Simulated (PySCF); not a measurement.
Br₂ and its ions

BHandHLYP; PySCF, no relativity, basis sets Br def2-TZVPPD. Neutral (UKS): singlet (closed shell), Re = 2.283 Å, ωe = 340 cm⁻¹, De = 1.83 eV, HOMO -9.26 eV, LUMO -2.59 eV.

Br₂⁻ (UKS): doublet (σ ↑), Re = 2.905 Å, ωe = 144 cm⁻¹, De = 1.23 eV to Br + Br⁻. The energies at the minima are -5148.28410 hartree for Br2 and -5148.38521 for Br₂⁻.

**Question.** Work out the adiabatic electron affinity, without and with harmonic zero-point energies (1 hartree = 27.2114 eV, 1 eV = 8065.5 cm⁻¹), and the change of the bond length.

**Answer.** At BHandHLYP: 0.10111 hartree = 2.751 eV between the minima; the zero-point term (340.0 − 144.0)/2 cm⁻¹ = +0.012 eV makes it 2.763 eV. Re changes by +62.2 pm against the neutral. The electron enters a σ orbital, and the ion is left as a loose complex of an ion and an atom.

Spin–orbit coupling is left out. States were picked by a PBE0 search and need not be the measured ground states.
